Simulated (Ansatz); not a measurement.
Geometry optimisation, RKS PBE0-D4/def2-SVP in Ansatz 0.2.0.

The input (input.yaml):

```yaml
crystal:
  periodic: [false, false, false]
  atoms:
    - { symbol: B, position_ang: [-0.099887, 0.525185, -0.318998] }
    - { symbol: H, position_ang: [-0.000481, -0.207431, 1.960309] }
    - { symbol: F, position_ang: [0.978005, -0.203251, -0.55732] }
    - { symbol: O, position_ang: [-1.342335, 0.051971, -0.44386] }
    - { symbol: H, position_ang: [-1.38453, -0.880386, -0.692834] }
    - { symbol: Cl, position_ang: [0.132809, 2.280966, 0.10119] }
    - { symbol: H, position_ang: [0.045818, 0.509545, 1.969714] }
basis:
  gaussian: { orbitals: def2-SVP }
hamiltonian:
  xc: pbe0
  dispersion: d4
relax:
  f_tol: 0.03
  max_steps: 50
```

Command:

```bash
$ ansatz run input.yaml --threads 1 --pin off --max-ram 2048MiB --backend cpu --events-out ev --progress --plain --runs-dir out
```

Question: Where does it end, and by what steps?

Answer: The forces met the threshold. After 6 steps the energy has fallen by 0.173 eV; H2 moved furthest, 0.54 Å.

```
step  energy less start (eV)  largest force component (eV/Å)  accepted
   0                  0.0000                           1.767       yes
   1                 -0.1291                           0.749       yes
   2                 -0.1620                           0.443       yes
   3                 -0.1682                           0.319       yes
   4                 -0.1723                           0.094       yes
   5                 -0.1728                           0.051       yes
   6                 -0.1732                           0.030       yes
```

```xyz
7
Properties=species:S:1:pos:R:3
B -0.131 0.594 -0.534
H 0.068 -0.327 2.487
F 0.940 -0.166 -0.721
O -1.371 0.099 -0.643
H -1.387 -0.843 -0.848
Cl 0.094 2.290 -0.153
H 0.116 0.430 2.431
```

Time of the run: 20 s on 1 thread of Arm Neoverse V1 (shared host), peak memory 0.14 GiB.
